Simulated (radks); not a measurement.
Q: Ionisation of the boron ion B3+, [He], to 1s1 as the strength of local exchange is varied. Calculated with a radial shooting solver on a logarithmic mesh with Libxc functionals: scalar-relativistic Kohn-Sham, Slater X-alpha exchange (alpha = 2/3 is LDA exchange), no correlation, spin-polarised, spherical densities, finite nucleus; Fermi nuclear charge, rms radius 2.406 fm.

| alpha | E(B3+) (hartree) | exchange (hartree) | IE (eV) | -e of the level emptied (eV) | <r> of it (bohr) |
|---|---|---|---|---|---|
| 0.667 | -21.58816 | -2.46582 | 253.18 | 226.87 (1s) | 0.3290 |
| 0.8 | -22.08301 | -2.99551 | 259.40 | 234.98 (1s) | 0.3245 |
| 0.89 | -22.42145 | -3.36111 | 263.66 | 240.56 (1s) | 0.3215 |
| 1.049 | -23.02644 | -4.02114 | 271.28 | 250.56 (1s) | 0.3164 |
| x | -21.82178 | -2.71515 | 256.12 | 230.70 (1s) | 0.3269 |

Which alpha was used in the last row?

A: alpha = 0.73. NIST Atomic Spectra Database: 259.37 eV (theoretical). The Delta-SCF value meets it near alpha = 0.80.
